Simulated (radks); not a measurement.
Values are calculated unless marked as measured or tabulated.
Ionisation of Rh3+, [Kr] 4d6, to Rh4+, [Kr] 4d5, under several functionals. Scalar-relativistic Kohn-Sham, spin-polarised, spherical densities, finite nucleus; open shells are filled with parallel spins first (spin-orbit coupling, left out, can overturn this in heavy ions); a radial shooting solver on a logarithmic mesh with Libxc functionals.

| functional | E(Rh3+) (hartree) | Exc (hartree) | IE (eV) | -e(HOMO) (eV) | <r> HOMO (bohr) | IE error (eV) |
|---|---|---|---|---|---|---|
| exchange-only LDA | -4773.25380 | -128.68794 | 42.927 | 36.002 | 1.385 | +0.927 |
| exchange-only PBE | -4779.75994 | -135.26286 | 43.128 | 36.175 | 1.393 | +1.128 |
| HCTH/407 | -4785.04620 | -140.78454 | 45.161 | 37.955 | 1.392 | +3.161 |
| BP86 | -4782.91341 | -138.46834 | 44.757 | 37.717 | 1.376 | +2.757 |
| exchange-only r2SCAN | -4780.45610 | -135.80140 | 42.054 | 35.359 | 1.382 | +0.054 |
| revPBE | -4782.19103 | -137.74448 | 44.506 | 37.473 | 1.378 | +2.506 |
| LDA (Slater exchange, Perdew-Zunger correlation) | -4777.30185 | -132.79055 | 45.129 | 38.062 | 1.380 | +3.129 |

NIST Atomic Spectra Database: 42 eV (theoretical). Closest: exchange-only r2SCAN. The Delta-SCF values span 3.11 eV, the total energies 11.79 hartree. The highest occupied level is 4d. Open shells are spherical and high-spin; term and fine-structure splittings are not resolved.
